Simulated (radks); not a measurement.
The promethium ion Pm2+ inside a hard spherical wall (all orbitals vanish at R), configuration held at [Xe] 4f5 and not refilled when levels cross. Method: scalar-relativistic Kohn-Sham, LDA (Slater exchange, Perdew-Wang correlation), spin-unpolarised, spherical densities, finite nucleus; Fermi nuclear charge, rms radius 4.962 fm; computed with a radial shooting solver on a logarithmic mesh with Libxc functionals. Eigenvalues in eV, with the zero of energy where the potential of the charges vanishes at infinity; a dash marks a level that is unbound or too diffuse for the functional's potential to be trusted. A positive occupied level is held by the wall or, in an anion where self-interaction has pushed it up, behind a barrier. The pressure on the wall is -dE/dV.

| R (bohr) | E (hartree) | kinetic (hartree) | e(4d) | e(5s) | e(5p) | e(4f) | e(5d, empty) | e(6s, empty) | pressure (GPa) |
|---|---|---|---|---|---|---|---|---|---|
| free | -10012.2954 | 10675.262 | -135.77 | -55.267 | -35.954 | -15.479 | -13.754 | -13.599 | 0 |
| 20 | -10012.2954 | 10675.262 | -135.77 | -55.267 | -35.954 | -15.479 | -13.754 | -13.599 | < 0.0001 |
| 6 | -10012.2946 | 10675.270 | -135.71 | -55.226 | -35.917 | -15.423 | -13.574 | -12.805 | 0.104 |
| 5 | -10012.2887 | 10675.327 | -135.47 | -55.055 | -35.755 | -15.194 | -13.006 | -10.801 | 1.40 |
| 4 | -10012.2272 | 10675.840 | -134.13 | -54.094 | -34.754 | -13.937 | -10.613 | -3.573 | 23.9 |
| 3.5 | -10012.0671 | 10676.973 | -131.95 | -52.476 | -32.940 | -11.868 | -7.163 | 5.987 | 106 |
| 2 | -10002.3103 | 10719.910 | -91.956 | -9.373 | 19.095 | 28.631 | 65.573 | 180.79 | 15800 |
| 1.5 | -9969.6958 | 10836.537 | -32.313 | 99.685 | 144.19 | 95.277 | 212.61 | 498.11 | 140000 |
